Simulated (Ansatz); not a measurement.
Calculated with Ansatz (gas phase, PBE0-D4/def2-TZVP geometries, no zero-point term in ΔE). CBS: MP2 limit from def2 TZ/QZ plus the TZ coupled-cluster correction, frozen cores. This one scheme is used for every species. Functionals use def2-TZVPP. Each species was taken in one conformer, which may not be the lowest.

Reaction (silylene formation by 1,1-elimination): `CO[Si](N)(F)F` → `F[Si]F` + `CON`

`CO[Si](N)(F)F`:

Cartesian coordinates in Å:
```
C 1.868 0.256 -0.371
O 0.646 0.395 0.325
Si -0.808 -0.065 -0.196
N -1.842 -0.170 1.117
F -0.620 -1.408 -1.027
F -1.447 0.937 -1.245
H 2.679 0.324 0.354
H 1.985 1.059 -1.105
H 1.930 -0.707 -0.885
H -1.551 -0.538 2.005
H -2.839 -0.084 1.029
```

`F[Si]F`:

Z-matrix (Å, degrees):
```
Si
F 1 1.602
F 1 1.602 2 100.6
```

`CON`:

Z-matrix (Å, degrees):
```
C
O 1 1.406
H 1 1.095 2 111.5
H 1 1.095 2 111.5 3 121.8
H 1 1.092 2 106.0 3 -119.1
N 2 1.417 1 108.7 3 -60.9
H 6 1.017 2 104.6 1 124.4
H 6 1.017 2 104.6 1 -124.4
```

Is it downhill or uphill in electronic energy at CCSD(T)/CBS, and by how much? (Estimate.)

The calculation gave: Uphill: ΔE = +133.8 kcal/mol.

What do these levels give: LDA (SPW92), PBE0-D4, B2PLYP, BLYP, PBE0, LC-ωPBE, RPA@PBE/def2-TZVPP, MP2/def2-SVP, HF/def2-TZVPP, MP2/def2-TZVPP, SCS-MP2/def2-TZVPP, CCSD(T)/def2-TZVPP? (An estimate is asked.)

Ansatz gave: LDA (SPW92) 131.5, PBE0-D4 131.2, B2PLYP 130.2, BLYP 115.4, PBE0 129.0, LC-ωPBE 133.6, RPA@PBE/def2-TZVPP 123.2, MP2/def2-SVP 130.1, HF/def2-TZVPP 138.3, MP2/def2-TZVPP 138.2, SCS-MP2/def2-TZVPP 134.4, CCSD(T)/def2-TZVPP 131.6 kcal/mol.

Largest T1 diagnostic among the species: 0.015.

From r2SCAN to r2SCAN0 (25 % exact exchange), in def2-TZVPP and without D4, ΔE moves by +4.2 kcal/mol. The D4 term adds +4.0 kcal/mol with B3LYP and +2.1 kcal/mol with PBE0; it sums over pairs of atoms, weighted by their polarisabilities, and B3LYP, whose exchange is more repulsive, gets the larger term.

B3LYP here is the variant with VWN-RPA as its local correlation; programs differ in this.
